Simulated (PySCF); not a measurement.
```xyz
6
charge 0 multiplicity 2, angstrom
As    0.0783   -0.0024   -0.2580
O     1.5945    0.0929    0.3609
O    -0.9794    1.2413    0.4366
O    -0.8520   -1.3863    0.3047
H    -0.4533    2.0059    0.7008
H    -1.6061   -1.0694    0.8190
```

All numbers come from UPBE0/[As def2-TZVP, O def2-TZVP, H def2-TZVP], no relativity, density fitting, PySCF.

This geometry of AsO(OH)₂ is a stationary point at this level.

Task: What is the point group?

Result: C1.

Task: Is it a minimum?

Result: Yes: all harmonic wavenumbers are real.

Task: What are the dipole moment and the gap between the highest occupied and lowest empty levels of either spin?

Result: 2.77 D and 3.55 eV.

Task: Give the atomic charges and bond orders.

Result: 
| atom | Mulliken | Löwdin | polar tensor | spin (Mulliken) | Mayer order to As1 |
| --- | --- | --- | --- | --- | --- |
| As1 | 0.84 | 0.52 | 1.22 | 0.38 | – |
| O2 | -0.47 | -0.33 | -0.41 | 0.43 | 1.75 |
| O3 | -0.54 | -0.27 | -0.71 | 0.08 | 1.00 |
| O4 | -0.51 | -0.25 | -0.67 | 0.09 | 1.03 |
| H5,6 | 0.34 | 0.16 | 0.28 | 0.01 | 0.03 |
Other Mayer orders above 0.3: O–H 0.87 (×2).

This need not be the most stable arrangement of these atoms.
